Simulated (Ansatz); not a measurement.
Reaction (ligand exchange at a Ge–S bond): `C[S][GeH2][Cl]` + CH₃OH → `C[O][GeH2][Cl]` + CH₃SH

Isolated molecules relaxed with PBE0-D4/def2-TZVP in Ansatz; ΔE leaves out vibrations. CCSD(T)/CBS is the MP2 limit (def2-TZVPP, def2-QZVPP) plus CCSD(T) − MP2 in def2-TZVPP, frozen cores. This one scheme is used for every species. Functionals use def2-TZVPP. For Ge outer-core shells are correlated without core-valence functions, which leaves a few kJ/mol of doubt a bond. Scalar relativity is left out up to krypton. One conformer a species, not always the lowest.

`C[S][GeH2][Cl]`:

```xyz
9

C    -0.648   -1.401    0.176
S    -1.045    0.216    0.898
Ge    0.596    1.393    0.043
Cl    0.439    1.411   -2.115
H    -0.681   -1.357   -0.912
H     0.328   -1.755    0.510
H    -1.414   -2.092    0.528
H     0.467    2.836    0.538
H     1.959    0.750    0.333
```

CH₃OH:

Z-matrix (Å, degrees):
```
C
O 1 1.409
H 1 1.097 2 112.4
H 1 1.090 2 107.0 3 -118.5
H 1 1.097 2 112.4 3 123.0
H 2 0.959 1 108.5 3 -61.6
```

`C[O][GeH2][Cl]`:

Cartesian coordinates in Å:
```
C 1.398 0.240 -0.161
O 0.106 0.516 -0.654
Ge -1.266 -0.238 0.168
Cl -2.981 0.484 -0.878
H 2.113 0.786 -0.779
H 1.525 0.570 0.879
H 1.645 -0.828 -0.219
H -1.337 0.237 1.627
H -1.202 -1.766 0.017
```

CH₃SH:

```xyz
6

C     0.226   -0.076   -0.429
S    -0.383    0.920    0.949
H     0.960   -0.810   -0.099
H     0.714    0.619   -1.113
H    -0.589   -0.568   -0.958
H    -0.929   -0.085    1.650
```

```json
{"level": "r2SCAN-D4", "ΔE (kcal/mol)": "6.6"}
{"level": "PBE0-D4", "ΔE (kcal/mol)": "8.2"}
{"level": "CCSD(T)/def2-SVP", "ΔE (kcal/mol)": "3.7"}
{"level": "MP2/def2-TZVPP", "ΔE (kcal/mol)": "6.0"}
```

What does CCSD(T)/CBS give? (Best estimate.)

Ansatz gave: +6.4 kcal/mol. The listed levels differ from it by 0.2, 1.8, -2.7, -0.4 kcal/mol.

Largest T1 diagnostic among the species: 0.011.

The D4 term adds +1.2 kcal/mol with B3LYP and +0.7 kcal/mol with PBE0; it sums over pairs of atoms, weighted by their polarisabilities, and B3LYP, whose exchange is more repulsive, gets the larger term. At CCSD(T), def2-SVP lies −2.7 kcal/mol from the extrapolated value and def2-TZVPP −1.3 kcal/mol. Leaving LDA and LC-ωPBE aside and taking each functional with its dispersion term where it has one, the values, not all of them listed here, spread over 3.4 kcal/mol, from CAM-B3LYP-D4 to PBE-D4.

B3LYP here is the variant with VWN-RPA as its local correlation; programs differ in this.
